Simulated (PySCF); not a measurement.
## TDDFT excited states: C5H4ClNO

Compound: 6-chloro-2-hydroxypyridine, C₅H₄ClNO.
Bonds: O1–C2, C2–C3 (aromatic), C3–C4 (aromatic), C4–C5 (aromatic), C5–C6 (aromatic), C6–Cl7, C6–N8 (aromatic), C2–N8 (aromatic). Hydrogens: H9 on O1; H10 on C3; H11 on C4; H12 on C5.

Method used: TDDFT CAM-B3LYP/def2-SVPD, vertical, gas phase, core orbitals frozen in the response (PySCF 2.14.0, density-fitted response routines). Geometry: PBE0-D3(BJ)/def2-SVP, one conformer, isolated molecule. Torsions of this conformer, `[OH:1][c:2]1[cH:3][cH:4][cH:5][c:6]([Cl:7])[n:8]1`: H–O1–C2–C3 180°.

```tsv
state	E (eV)	E (kJ/mol)	λ (nm)	f	symmetry	main configurations (H = HOMO, L = LUMO)
S1	5.08	490	244.2	0.118	A′	H→L (87%)
S2	5.91	570	209.9	0.0035	A″	H-2→L (96%)
S3	5.98	577	207.3	0.117	A′	H→L+1 (82%), H-1→L (12%)
S4	6.47	624	191.7	0.0003	–	H-2→L+1 (97%)
S5	6.69	645	185.4	0.0001	–	H→L+2 (84%)
S6	7.00	676	177.1	0.0007	–	H→L+4 (40%), H→L+3 (33%)
S7	7.06	681	175.6	0.301	A′	H-1→L (75%), H→L+1 (12%)
S8	7.21	696	171.9	0.0000	–	H-3→L (78%), H-3→L+1 (10%)
S9	7.22	696	171.8	0.0018	–	H→L+3 (50%), H→L+4 (33%)
S10	7.29	703	170.1	0.378	A′	H-1→L+1 (80%)
```

Triplets, Tamm–Dancoff:

```json
{"state": "T1", "E (eV)": "3.91", "λ (nm)": "317.4", "main configurations (H = HOMO, L = LUMO)": "H→L (76%), H→L+1 (17%)"}
{"state": "T2", "E (eV)": "4.19", "λ (nm)": "295.9", "main configurations (H = HOMO, L = LUMO)": "H→L+1 (67%), H→L (21%)"}
{"state": "T3", "E (eV)": "5.03", "λ (nm)": "246.4", "main configurations (H = HOMO, L = LUMO)": "H-1→L (77%), H→L+1 (11%), H-4→L (9%)"}
{"state": "T4", "E (eV)": "5.33", "λ (nm)": "232.6", "main configurations (H = HOMO, L = LUMO)": "H-2→L (93%)"}
```

The lowest singlet lies at 5.08 eV (244 nm, ultraviolet) and is of moderate strength; its leading configuration is HOMO→LUMO (87%). The most intense listed level is S10 at 7.29 eV (170 nm, f = 0.378), 2.21 eV above S1. It is the last of those listed, so stronger ones may follow. S8/S9 lie within about 0.01 eV of each other. Löwdin shares by element: HOMO carbon 51% or more, oxygen 13% (atoms not listed hold the other 36%); LUMO carbon 56% or more, nitrogen 18% (atoms not listed hold the other 26%). Orbital energies (eV): HOMO-3 -10.58, HOMO-2 -9.98, HOMO-1 -9.87, HOMO -8.33, LUMO -0.10, LUMO+1 0.50, LUMO+2 1.26. Of the 10 states listed, 4 reach f = 0.01 and 3 stay under 0.0005. Weighted by f, the mean energy of these states is 6.76 eV. The vertical ionisation energy (ΔSCF) is 9.06 eV, 1.77 eV above S10. Symmetry labels in Cs follow from the direction of the transition dipole and are given only for states with f of 0.002 or more. Singlets were solved by full linear response, triplets in the Tamm–Dancoff approximation.

On Arm Neoverse V1, one thread, on a shared host, this took 1.7 min wall.
